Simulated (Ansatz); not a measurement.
System: 2-bromoselenophene, C4H3BrSe, charge 0, multiplicity 1. 
Geometry from a B3LYP-D3(BJ)/def2-TZVP (Ansatz, a program for electronic structure) optimisation:
```xyz
9

Br     1.9902    -0.1937    -0.2145
C      0.1268    -0.4308    -0.0992
C     -0.5461    -1.5961    -0.2781
C     -1.9623    -1.4809    -0.1301
C     -2.4198    -0.2374     0.1642
Se    -1.0217     1.0010     0.2943
H     -0.0468    -2.5254    -0.5118
H     -2.6230    -2.3295    -0.2454
H     -3.4411     0.0705     0.3168
```

Basis-set convergence of Hartree-Fock and CCSD correlation energies (hartree) with Ansatz. Cores are frozen in the correlated levels unless marked. Spin-orbit coupling is left out. Frozen are the shells of the preceding noble gas and the d and f shells that filled before the atom's block. No relativistic terms.

The Hartree-Fock reference is unstable (checked in the largest basis), which strains HF and MP2. 

```json
[
 {"basis": "cc-pVDZ", "functions": "125", "E(HF)": "-5125.38807", "E(corr, CCSD)": "-0.79331"},
 {"basis": "cc-pVTZ", "functions": "248", "E(HF)": "-5125.58209", "E(corr, CCSD)": "-0.97667"},
 {"basis": "cc-pVQZ", "functions": "446", "E(HF)": "-5125.59792", "E(corr, CCSD)": "-1.03738"}
]
```

Extrapolating the two largest sets (X = 3 and 4) as X^-3: E(corr) = (64·(-1.03738) - 27·(-0.97667))/37 = -1.0817 Eh, an estimate of the basis-set limit. The largest set recovers 95.9 % of it, the smallest 73.3 %.
